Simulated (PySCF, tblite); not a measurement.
Species: C7H9NO2.
Cartesian coordinates in Å at the GFN2-xTB level; atoms count from 1:
```xyz
19
C7H9NO2 angstrom
C      3.2538   -0.3350    0.1476
C      1.8869   -0.8161   -0.2527
O      1.6349   -1.8841   -0.7370
O      0.9604    0.1207    0.0209
C     -0.3959   -0.1788   -0.2456
C     -1.1022    0.7640   -1.2328
C     -2.2426    0.9499   -0.2213
C     -1.3663    0.2877    0.8669
C     -1.9754   -0.7474    1.6493
N     -2.4718   -1.5848    2.2495
H      4.0098   -0.8818   -0.4075
H      3.3425    0.7331   -0.0257
H      3.3898   -0.5275    1.2104
H     -0.4917   -1.2397   -0.4952
H     -1.3661    0.3320   -2.1941
H     -0.5240    1.6722   -1.3879
H     -2.5445    1.9736   -0.0168
H     -3.1226    0.3559   -0.4588
H     -0.8846    1.0154    1.5233
```

The calculation used PBE0/pcSseg-1 in PySCF (dipole) on a GFN2-xTB geometry, gas phase.

Masses are those of the commonest isotopes; rigid-rotor values at the optimised geometry. The values belong to one conformer with, in the numbering `[CH3:1][C:2](=[O:3])[O:4][C@@H:5]1[CH2:6][CH2:7][C@H:8]1[C:9]#[N:10]`, C1–C2–O4–C5 -178°, C2–O4–C5–C6 -121°, O4–C5–C6–C7 -129°, C5–C6–C7–C8 13°, C6–C7–C8–C9 -132°, O4–C5–C8–C7 130°.

(1) Give the principal moments of inertia and the rotational constants in cm⁻¹.

(2) Classify the top.

(3) Is it planar, by Δ = Ic − Ia − Ib?

(4) List the rotational levels J(Ka,Kc) to J = 3 (MHz).

(5) Which lines would a microwave search look for?

(6) Estimate the classical rotational partition function at 10 K, 25 K and 298.15 K.

## Answers

(1) Ia = 230.73, Ib = 612.32, Ic = 729.21 u·Å²; 505379 MHz·u·Å²/I gives 2190, 825.4 and 693.1 MHz, that is A = 0.07306, B = 0.02753, C = 0.02312 cm⁻¹.

(2) An asymmetric top: κ = (2 × 825.4 − 2190 − 693.1)/(2190 − 693.1) = -0.82.

(3) Not planar: Δ = Ic − Ia − Ib = -113.84 u·Å². For a rigid frame Δ = −2 Σ m c², so Σ m c² = 56.92 u·Å² lies off the ab plane: 12.16 from hydrogen and 44.75 from heavier atoms. The atom farthest from that plane is 1.63 Å away.

(4) Above 0(0,0):
J = 1: 1(0,1) 1518, 1(1,1) 2883, 1(1,0) 3016
J = 2: 2(0,2) 4546, 2(1,2) 5788, 2(1,1) 6185, 2(2,1) 10280, 2(2,0) 10289
J = 3: 3(0,3) 9065, 3(1,3) 10139, 3(1,2) 10933, 3(2,2) 14835, 3(2,1) 14881, 3(3,1) 21996, 3(3,0) 21997

(5) The dipole components are |μa| = 1.55 D, |μb| = 4.20 D, |μc| = 2.41 D. The squared components, which scale the intensities, stand as 0.14 : 1.00 : 0.33 (a : b : c). Some lines, for components of 0.1 D or more:

| type | branch | J(Ka,Kc) | MHz | lower level (cm⁻¹) |
| --- | --- | --- | --- | --- |
| c | Q | 3(1,3) ← 3(0,3) | 1074 | 0.302 |
| a | Q | 4(1,3) ← 4(1,4) | 1320 | 0.531 |
| c | Q | 1(1,1) ← 1(0,1) | 1365 | 0.051 |
| b | R | 1(1,1) ← 0(0,0) | 2883 | 0.000 |
| a | R | 2(0,2) ← 1(0,1) | 3028 | 0.051 |
| c | Q | 3(2,2) ← 3(1,2) | 3903 | 0.365 |
| c | Q | 2(2,1) ← 2(1,1) | 4095 | 0.206 |
| a | R | 4(0,4) ← 3(0,3) | 5985 | 0.302 |
| c | Q | 3(3,1) ← 3(2,1) | 7116 | 0.496 |
| b | Q | 3(3,0) ← 3(2,1) | 7116 | 0.496 |
| c | R | 2(2,0) ← 1(1,0) | 7273 | 0.101 |
| b | R | 2(2,0) ← 1(1,1) | 7406 | 0.096 |
| c | R | 4(1,3) ← 3(0,3) | 8186 | 0.302 |
| b | R | 3(2,1) ← 2(1,2) | 9093 | 0.193 |
| b | R | 4(2,3) ← 3(1,2) | 9969 | 0.365 |
| c | R | 3(3,1) ← 2(2,1) | 11717 | 0.343 |
| c | R | 4(4,0) ← 3(3,0) | 16093 | 0.734 |
| c | R | 4(4,1) ← 3(3,1) | 16093 | 0.734 |
| b | R | 4(4,0) ← 3(3,1) | 16093 | 0.734 |

(6) Point group C1, symmetry number σ = 1; q = (√π/σ)·√((kT/h)³/(ABC)), k/h = 20836.6 MHz/K: 4760 at 10 K, 18800 at 25 K, 775000 at 298.15 K.

Its GFN2-xTB frequencies are all real (lowest 18 cm⁻¹). Constants of a rigid frame at the computed geometry: no zero-point averaging, no centrifugal distortion. A rigid rotor knows nothing of internal rotation, which can split or shift real lines. Quadrupole hyperfine structure (14N) is left out.
